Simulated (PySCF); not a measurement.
CH9OSbSi2, SMILES [Sb]([SiH3])([SiH3])[O]C. Atoms are numbered in the order given.

```xyz
14

Sb     0.0570    -0.0814     0.7158
O     -0.2510    -1.6658    -0.5246
C     -1.5715    -2.1126    -0.6843
H     -2.2256    -1.3658    -1.1850
H     -1.5491    -3.0118    -1.3241
H     -2.0624    -2.3956     0.2707
Si     2.1376     0.4803    -0.7165
H      3.1240    -0.6301    -0.5671
H      2.7581     1.7516    -0.2292
H      1.7659     0.6290    -2.1548
Si    -1.3189     1.6121    -0.7154
H     -2.7663     1.5957    -0.3395
H     -1.1897     1.2973    -2.1706
H     -0.7855     2.9867    -0.4566
```

Coordinates come from a r2SCAN-D4/def2-SVP optimisation. The def2 effective core potentials stand for the cores of Sb; spin–orbit coupling is left out. The values are those of a single conformer.

These are TDDFT-PBE0/def2-SVPD (PySCF) values and carry that method's errors.

Vertical excitations. 

| state | energy (eV) | λ (nm) | f | main pairs |
|---|---|---|---|---|
| S1 | 3.80 | 326 | 0.009 | HOMO→LUMO 97 % |
| S2 | 4.84 | 256 | 0.016 | HOMO−1→LUMO 93 % |
| S3 | 5.18 | 239 | 0.080 | HOMO→LUMO+1 71 %, HOMO−2→LUMO 21 % |
| S4 | 5.28 | 235 | 0.043 | HOMO−2→LUMO 68 %, HOMO→LUMO+1 18 % |
| S5 | 5.45 | 228 | 0.078 | HOMO→LUMO+2 94 % |
| S6 | 5.81 | 213 | 0.017 | HOMO→LUMO+3 48 %, HOMO−3→LUMO 31 %, HOMO−1→LUMO+1 15 % |
| S7 | 5.89 | 210 | 0.046 | HOMO−3→LUMO 54 %, HOMO→LUMO+3 30 % |
| S8 | 6.17 | 201 | 0.037 | HOMO−1→LUMO+1 43 %, HOMO→LUMO+4 31 %, HOMO→LUMO+3 15 % |
| S9 | 6.33 | 196 | 0.077 | HOMO→LUMO+4 53 %, HOMO−1→LUMO+1 14 %, HOMO−2→LUMO+1 14 % |
| S10 | 6.53 | 190 | 0.212 | HOMO−1→LUMO+2 73 % |
| T1 | 3.18 | 390 | 0 | HOMO→LUMO 98 % |
| T2 | 4.19 | 296 | 0 | HOMO−1→LUMO 81 %, HOMO→LUMO+1 14 % |
| T3 | 4.36 | 285 | 0 | HOMO→LUMO+1 77 %, HOMO−1→LUMO 13 % |
| T4 | 4.71 | 263 | 0 | HOMO−2→LUMO 87 % |
Triplets are in the Tamm–Dancoff approximation, which puts them higher than full response would, so one can lie above its singlet here.
